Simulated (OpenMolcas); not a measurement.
## Os II: effect of the basis set

| Item | Value |
| --- | --- |
| Program | OpenMolcas |
| Method | MS-CASPT2, IPEA 0.25 Eh, imaginary shift 0.1 Eh (closed shells correlated: 5s 5p) |
| Active space | 7 electrons in 6 orbitals (5d 6s) |
| State averaging | 2S+1 = 6 even, 6 roots; 2S+1 = 4 even, 67 roots kept (CI in the orbitals of an earlier block); 2S+1 = 2 even, 93 roots kept (CI in the orbitals of an earlier block) |
| Spin-orbit coupling | state interaction with AMFI integrals over the reference wave functions, term energies averaged over their components |

A. ANO-R2 [8s6p5d3f1g], X2C, finite nucleus; CASPT2 step roughly 90 core-seconds
B. ANO-RCC-VTZP [8s7p5d3f2g1h], DKH2, point nucleus; CASPT2 step roughly 110 core-seconds
C. ANO-R3 [10s7p6d4f3g2h], X2C, finite nucleus; CASPT2 step roughly 3 core-minutes
D. ANO-RCC-VQZP [9s8p6d4f3g2h], DKH2, point nucleus; CASPT2 step roughly 2.7 core-minutes

Energies in cm⁻¹ above 5d⁶ 6s ⁶D_9/2, the measured ground level; measured values from NIST Handbook of Basic Atomic Spectroscopic Data.

```
                  Level      A      B      C      D  Measured
          5d⁶ 6s ⁶D_9/2    0.0    0.0    0.0    0.0       0.0
          5d⁶ 6s ⁶D_7/2   3520   3500   3550   3570      3593
   5d⁶ 6s ⁶D_5/2 [59 %]   4100   4160   4070   4160      3929
   5d⁶ 6s ⁶D_3/2 [74 %]   5850   5840   5790   5870      5592
  5d⁵ 6s² ⁶S_5/2 [67 %]   6330   6600   6780   6950      7892
          5d⁶ 6s ⁶D_1/2   7010   6980   7020   7090      6637
      5d⁷ ⁴F_9/2 [70 %]   8200   8060   7060   7360          
      5d⁷ ⁴F_5/2 [63 %]  15110  15000  14310  14550          
5d⁶ 6s ⁴P_1/2(1) [66 %]  16310  16400  15830  16100          
5d⁶ 6s ⁴D_5/2(1) [66 %]  18270  18370  17520  17850          
  5d⁶ 6s ⁴G_11/2 [52 %]  18710  18810  18070  18360          
5d⁶ 6s ⁴D_1/2(1) [63 %]  19000  19140  18250  18600          
         5d⁶ 6s ⁴H_13/2  19770  19860  18990  19330          
5d⁶ 6s ⁴D_1/2(2) [68 %]  25670  25920  25330  25620          
5d⁶ 6s ⁴D_3/2(2) [59 %]  25940  26150  25270  25620          
5d⁶ 6s ²F_5/2(1) [54 %]  26110  26290  25470  25840          
          5d⁶ 6s ⁴F_3/2  28520  28470  27640  27950          
     5d⁷ ²H_11/2 [51 %]  31510  31560  30140  30640          
  5d⁵ 6s² ⁴G_9/2 [51 %]  33060  33420  32440  32930          
        5d⁵ 6s² ⁴G_11/2  33420  33850  33030  33500          
         5d⁶ 6s ²I_13/2  33960  34090  32870  33360          
  5d⁵ 6s² ⁴G_5/2 [73 %]  34550  34940  34130  34580          
  5d⁵ 6s² ⁴G_7/2 [65 %]  34600  34970  34150  34590          
  5d⁶ 6s ²I_11/2 [53 %]  35610  35570  34280  34770
```

Deviations, from unrounded energies. A percentage is the sum of absolute deviations over the sum of measured energies, with the sign that they share, or ± where signs differ.

```csv
Against measurement,Levels,A,B,C,D
mean absolute deviation (cm-1),5,490,440,380,380
fine structure of the ground term (%),4,±4.4,±4.6,±3.9,±5.0
other configurations (%),1,-19.8,-16.4,-14.1,-11.9
```

C, D lie about equally close to measurement and A furthest from it. The largest miss of C in the table is 5d⁵ 6s² ⁶S_5/2 [67 %], by -1100 cm-1. The ranking rests on the paired levels alone, and a cruder setting can come out closer through cancelling errors.

The two smallest mean deviations differ by little beside CASPT2's spread within terms, so their order carries little weight.

Among A to D the level of the table that moves most is 5d⁷ ²H_11/2 [51 %], by 1400 cm-1 (lowest in C, highest in B). Moves below CASPT2's spread within the term are not significant.

CASPT2 does not keep the components of a term degenerate, so their means are used; among the terms shown or strongly mixed into the levels shown the widest spread is 580 cm-1 (5d⁷ ⁴F, C). Blocks of more than 70 roots (2S+1 = 2 even) ran without multistate coupling. Some levels mix across a computed gap that differs much from the measured one, so their mixing is not that of the real levels. Terms from blocks run as CI alone lack orbitals of their own. Configurations are named by rounded mean occupations; where the s occupation lies near a half they are strongly mixed, a name can repeat and a true partner stay unpaired. A single d shell beside an s shell can misplace configurations of different d count against each other. The CASPT2 spread within a term exceeds the gap to the next term for 5d⁶ 6s ⁴P(1) and 5d⁷ ⁴F, 5d⁶ 6s ²D(1) and 5d⁶ 6s ⁴H, 5d⁶ 6s ²I and 5d⁵ 6s² ⁴G, so the order of their levels is uncertain, and so are names and mixing where such terms share a J (figures for A; the like holds for B, C, D). Computed and measured levels are paired by configuration, term and J; levels that our copy of the source lacks, or whose pairing is in doubt (as where it misses far off the trend of its configuration), stay unpaired and out of the deviations. Levels of configurations outside the active space are missing. Levels that lie high or do not pair safely by name in every column are left out.

A share in square brackets marks a mixed level and gives the weight of the term that names it, the lowest over the columns. A number in round brackets counts repeated terms of one configuration in the order of the reference energies.
